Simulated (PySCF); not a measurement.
## Calcium: a sound run and one with changed settings

Sound run: Ca [Ar] 4s2, Ca⁺ [Ar] 4s1. Computed with PySCF 2.14 in cc-pVTZ-X2C (6s5p3d1f, 43 functions), with the spin-free X2C one-electron Hamiltonian (Gaussian nucleus). The sound run starts from symmetry-adapted Hartree-Fock orbitals and uses a fine grid where one is needed.

Changed run: radial step 0.5 in ln r (0.13 in the sound run). This setting is unsound on purpose.

| species | method | sound run (hartree) | changed run (hartree) | converged |
| --- | --- | --- | --- | --- |
| Ca | UHF | -679.63672 | -679.63672 | yes |
| Ca | M06-L | -680.42372 | -680.44472 | yes |
| Ca | BP86 | -680.53518 | -680.52889 | yes |
| Ca⁺ | UHF | -679.44778 | -679.44778 | yes |
| Ca⁺ | M06-L | -680.19904 | -680.21835 | yes |
| Ca⁺ | BP86 | -680.30708 | -680.30091 | yes |

Ionisation energy of Ca:

```tsv
method	sound run (eV)	changed run (eV)
UHF	5.141	5.141
M06-L	6.114	6.160
BP86	6.207	6.204
```

A coarse radial grid mis-integrates the density and the exchange-correlation energy, with errors of either sign; Hartree-Fock needs no grid.

For comparison, NIST gives 6.113 eV between the lowest levels.
